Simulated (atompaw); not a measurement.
**What one change does to a pseudopotential (Cl, PAW (atompaw))**

- Element: chlorine (Cl)
- Generator: atompaw 4.2.0.5
- Type: PAW
- Functional: LDA (PW92)
- Relativity: scalar-relativistic
- Frozen core: [Ne]
- Valence charge: 7
- Reference configuration: 3s2 3p5
- Partial waves: 3s (bound): rc 1.30 bohr; 3s channel at 0.6 Ry: rc 1.10 bohr; 3p (bound): rc 1.30 bohr; 3p channel at 0.65 Ry: rc 1.30 bohr
- Local potential: bessel scheme, radius 1.25 bohr
- Core correction: smooth core density matched at 0.90 bohr
- Augmentation charge: sinc compensation charge, radius 1.00 bohr; PAW radius 1.30 bohr; waves and projectors: custom rrkj gramschmidtortho

Change: augmentation sinc compensation charge, radius 1.00 bohr; PAW radius 1.30 bohr; waves and projectors: custom polynom2 7 10 vanderbiltortho.

Cutoffs: the cutoffs (Ry, on a coarse ladder) from which the occupation-weighted sum of valence levels, in a spherical-Bessel basis at the reference potential, stays within 10 and 1 mRy of its value at 400 Ry; they do not see the model core or the augmentation charge, which bear on the density cutoff.

What does the change do?

The potential gets softer (25 Ry and 50 Ry → 21 Ry and 30 Ry); neither file shows a bound ghost.

| quantity | base | changed |
| --- | --- | --- |
| cutoff, loose | 25 Ry | 21 Ry |
| cutoff, tight | 50 Ry | 30 Ry |
| loose cutoff by channel (10 mRy a level) | s 15 Ry, p 15 Ry | s 18 Ry, p 15 Ry |
| bound ghosts | none | none |
| s: phases at 1.31 bohr within 0.05 rad from the reference energy up to (Ry; the scan ends near 5) | to the end of the scan | to the end of the scan |
| p: phases at 1.31 bohr within 0.05 rad from the reference energy up to (Ry; the scan ends near 5) | to the end of the scan | to the end of the scan |
| lowest overlap eigenvalue by channel | s 0.04, p 0.75 | s 0.64, p 0.78 |

 The cutoffs see the waves, projectors and local potential, not the compensation charge or the core.
